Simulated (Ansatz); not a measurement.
FH₂O₃V, SMILES `[O]=[V]([OH])([OH])[F]` at its PBE0-D4/def2-TZVP geometry, where that method's forces vanish. The species carries charge 0 and has multiplicity 1.

```xyz
7

O     1.4080   -0.7613    0.0800
V     0.1193    0.0096   -0.3118
O     0.0331    1.4914    0.6199
O    -1.2758   -0.9900    0.0427
F     0.1657    0.3788   -2.0043
H     0.7395    1.7647    1.2122
H    -1.1898   -1.8932    0.3613
```

(1) What forces (eV/Å) does PBE-D4/def2-TZVPP give on these atoms in Ansatz 0.2.0? (Estimate.)

## Answers

(1) Ansatz gave: 
```
O1   1.464 -0.873  0.435
V2  -0.750  0.464 -0.295
O3  -0.392  0.569  0.152
O4  -0.706 -0.027  0.013
F5   0.013  0.165 -0.738
H6   0.334  0.131  0.281
H7   0.038 -0.429  0.151
```
